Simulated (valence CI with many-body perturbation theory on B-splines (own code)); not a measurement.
Which ion has this spectrum?

A relativistic CI+MBPT calculation for an atom or ion with 6 electrons gives these levels (eV):

| J | Parity | E | g |
| --- | --- | --- | --- |
| 0 | even | 0.00 |  |
| 1 | even | 115.67 | 1.49 |
| 2 | even | 128.34 | 1.20 |
| 2 | odd | 246.88 | 1.69 |
| 2 | even | 252.97 | 1.28 |
| 0 | even | 282.92 |  |
| 1 | odd | 296.16 | 1.00 |
| 2 | odd | 359.23 | 1.48 |
| 3 | odd | 384.63 | 1.32 |
| 0 | odd | 411.39 |  |
| 1 | odd | 420.97 | 1.27 |
| 2 | odd | 430.63 | 1.12 |
| 1 | odd | 436.77 | 1.44 |
| 2 | odd | 532.31 | 1.34 |

The energies are calculated, and their last digits are not significant.

Task: Which is it?
A. Ru38+
B. Zr34+
C. Rh39+
D. Tc37+

Result: D. Tc37+, ground level (2s^2 2p1/2^2) J=0.
